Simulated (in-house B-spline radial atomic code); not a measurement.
Results of a calculation; reference values are marked as such.
**Ghost states of the separable form: Al**

Al, [Ne] 3s2 3p1, non-relativistic LDA (VWN5), spherical and spin-unpolarised, from a B-spline radial code for spherical atoms (atomic units; all potentials screened as in the neutral atom).

Troullier-Martins channels: 3s (ε = -0.2869, r_c = 1.696 bohr), 3p (ε = -0.1025, r_c = 2.29 bohr). In the Kleinman-Bylander form one channel serves as the local potential, and each other channel l becomes |δV u><u δV|/<u|δV|u>, with δV = V_l − V_local and u the pseudo-orbital. Its strength is E_KB = <u|δV²|u>/<u|δV|u>. By the analysis of Gonze, Stumpf and Scheffler a spurious state lies below the reference level ε if E_KB > 0 and ε is above the second level of the local potential alone, or if E_KB < 0 and ε is above its first. The table's levels are those of angular momentum l in a sphere of 9 bohr, whose wall can lift a shallow ε a little above its free-atom value.

```
local  channel   <u δV u>  <u δV² u>        ε  first local level  second local level
    p        s   0.042694   0.084055  -0.2868            -0.3891              0.0115
    s        p  -0.014731   0.031916  -0.1005            -0.0923              0.1384
```

(1) Apply the rule to each row.

Diagonalising the separable Hamiltonian gives:

```csv
local,channel,three lowest levels,"all-electron, two lowest valence levels"
p,s,"-0.2868, 0.0498, 0.3692","-0.2868, 0.0499"
s,p,"-0.1005, 0.1293, 0.4636","-0.1005, 0.1298"
```

(2) Which choices of local channel are safe?

Results:

(1) Local p, channel s: E_KB = +1.97, so ε = -0.2868 is set against 0.0115: no ghost. Local s, channel p: E_KB = -2.17, so ε = -0.1005 is set against -0.0923: no ghost.

(2) All are free of ghosts. Among the safe choices the second level, which tests transfer, is off by at most 0.4 millihartree (s local), 0.0 millihartree (p local).
